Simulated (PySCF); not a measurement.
Ge(F)(SiH3) (FGeH3Si), SMILES [F][Ge][SiH3] (connectivity only; charge and spin as stated), neutral, multiplicity 1. Coordinates come from a r2SCAN-D4/def2-TZVP optimisation.

TDDFT-CAM-B3LYP/def2-SVPD in PySCF 2.14.0 puts the lowest singlet excitations at 2.01, 4.76, 6.00, 6.11, 6.29, 6.50 eV.

**Question.** What are the lowest excitation roots from ADC(2)/aug-cc-pVDZ (PySCF 2.14.0)? (Estimate from the structure and the level; the computed values follow.)

**Answer.** 2.10, 4.76, 5.72, 6.07, 6.20, 6.58 eV. S1 differs by 0.08 eV (second minus first; roots are paired by order, and the bases may differ).
